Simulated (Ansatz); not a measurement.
Molecule: CH6Cl2OSi2, charge 0, multiplicity 1. SMILES: [SiH](Cl)(Cl)O[SiH2]C
Geometry from a B3LYP-D3(BJ)/def2-TZVP (Ansatz, an electronic-structure program) optimisation:
```
O
Si 1 1.6059
Si 1 1.6611 2 144.85
H 2 1.4623 1 110.45 3 -177.97
H 3 1.4791 1 106.95 2 -125.96
H 3 1.4793 5 109.34 1 115.75
C 3 1.8610 5 111.39 6 123.43
H 7 1.0915 3 111.00 5 58.72
H 7 1.0916 8 108.19 3 -121.98
H 7 1.0926 8 108.13 9 -116.85
Cl 2 2.0546 4 108.97 1 121.18
Cl 2 2.0549 4 109.00 1 -121.16
```

Quantity: atomisation energy (electronic, to ground-state atoms); the coupled-cluster value holds the core correlation from cc-pwCVTZ, in kcal/mol. Valence correlation only, unless marked. UHF or UKS for open shells. Spin-orbit coupling is left out. Non-relativistic. CBS marks a two-point X^-3 extrapolation of the correlation energy; Hartree-Fock from the larger set.

Level to compare with: CCSD(T)/CBS(cc-pV(T+d)Z,cc-pV(Q+d)Z) plus the core term (Ansatz), 1048.4 kcal/mol. It is a level with limits of its own, and the differences hold the functionals' basis error too.

Rank these functionals by how close they come to CCSD(T)/CBS(cc-pV(T+d)Z,cc-pV(Q+d)Z), closest first: B97M-V/def2-TZVPD (Ansatz); PBE0/def2-TZVPD (Ansatz); B3LYP/def2-TZVPD (Ansatz); wB97X/def2-TZVPD (Ansatz).

B97M-V/def2-TZVPD (meta-GGA with VV10, 1046.0 kcal/mol, difference -2.4), wB97X/def2-TZVPD (range-separated hybrid, 1039.6 kcal/mol, difference -8.8), PBE0/def2-TZVPD (global hybrid, 1025.6 kcal/mol, difference -22.8), B3LYP/def2-TZVPD (global hybrid, 1019.1 kcal/mol, difference -29.3)
